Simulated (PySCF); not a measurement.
Start geometry of `[SiH3]Br` from GFN2-xTB (Å):
```
atom  x, y, z in Å
Si1   -0.143   -0.065    0.004
Br2    1.987   -0.110    0.007
H3    -0.586    1.389   -0.342
H4    -0.529   -0.384    1.311
H5    -0.637   -0.934   -1.076
```

Q: What comes out of this run: PBE0-D3(BJ)/def2-SVP geometry optimisation, gas phase (PySCF 2.14.0)?

A: 
```
atom  x, y, z in Å
Si1   -0.141   -0.014   -0.018
Br2    2.084   -0.104   -0.032
H3    -0.565    1.379   -0.331
H4    -0.625   -0.410    1.333
H5    -0.661   -0.955   -1.048
```

The energy falls by 23.0 kJ/mol over 5 energy and gradient evaluations, the largest force component goes from 0.0387 to 6.6e-05 Eh/bohr, and the atoms move by 0.073 Å rms after alignment. The bond that changes most is Si1–Br2 (ends: SiH3 silicon; bromine bonded to Si), which lengthens by 0.096 Å. Bonds longer at the end by more than 0.005 Å: 3 of 4; shorter: 1. Among the angles that change most is H4–Si1–H5, from 117.2° to 110.3°. Rotational constants go from 84199, 4651, 4648 to 83988, 4261, 4261 MHz. The orientation of the end geometry is arbitrary; only internal coordinates are fixed.

The run used 65 basis functions and 27 SCF cycles in all.

Not checked by PBE0-D3(BJ)/def2-SVP frequencies.
